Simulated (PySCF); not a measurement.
Deuteron quadrupole couplings in `C=CCC1=C(F)C1`

Species: C6H7F.
Cartesian coordinates in Å at the GFN2-xTB level; atoms count from 1:
```xyz
14
C6H7F angstrom
C     -0.3299   -1.8999    1.4913
C      0.5074   -1.1974    0.7537
C      0.6031    0.3035    0.7818
C      0.2105    0.8487   -0.5302
C      0.4488    1.2049   -1.7514
F      1.2932    1.4031   -2.7506
C     -0.9856    1.2970   -1.3703
H     -0.3709   -2.9744    1.4380
H     -1.0072   -1.4317    2.1870
H      1.1751   -1.6849    0.0562
H      1.6345    0.5981    0.9976
H     -0.0547    0.7042    1.5555
H     -1.6908    0.5611   -1.7423
H     -1.4342    2.2671   -1.1833
```

Level: PBE0/pcSseg-1 (PySCF, non-relativistic); Q(2H) = 0.00286 b; rigid geometry, the same for H and D, with no vibrational averaging.

Question: Rank these positions by the coupling χzz of a deuteron there, largest first.
A. H8 (vinylic hydrogen)
B. H11 (methylene hydrogen)
C. H14 (methylene hydrogen)

Answer: A (227 kHz), C (215 kHz), B (201 kHz).

Question: Give the electric field gradient Vzz (the principal value of largest size), its asymmetry and the 2H coupling at each hydrogen.

Answer: 
| atom | bonded to | bond length (Å) | Vzz (au) | η | χzz (kHz) |
| --- | --- | --- | --- | --- | --- |
| H8 | C1 | 1.077 | 0.3382 | 0.05 | 227 |
| H9 | C1 | 1.078 | 0.3354 | 0.06 | 225 |
| H10 | C2 | 1.082 | 0.3239 | 0.06 | 218 |
| H11 | C3 | 1.094 | 0.2985 | 0.01 | 201 |
| H12 | C3 | 1.092 | 0.3015 | 0.02 | 203 |
| H13 | C7 | 1.085 | 0.3192 | 0.07 | 214 |
| H14 | C7 | 1.085 | 0.3196 | 0.07 | 215 |

Question: How does χzz go with the bond length over the 7 C–H bonds?

Answer: A straight-line fit has a slope of -15.4 kHz for each 0.01 Å, with a correlation coefficient of -1.00, over lengths from 1.077 to 1.094 Å. The longer bonds have the smaller couplings here.

Isolated species at its GFN2-xTB geometry (one conformer only). GFN2-xTB bond lengths can be off by several hundredths of an ångström, more for odd bonds, and the gradients follow them. The small basis limits the accuracy of the gradients.

The run behind these numbers computed NMR shieldings as well. The run took 32 s of wall time on one thread of an Arm Neoverse N1, shared host with 64 logical CPUs at a one-minute load of 60, and the process peaked at 0.67 GiB of memory.
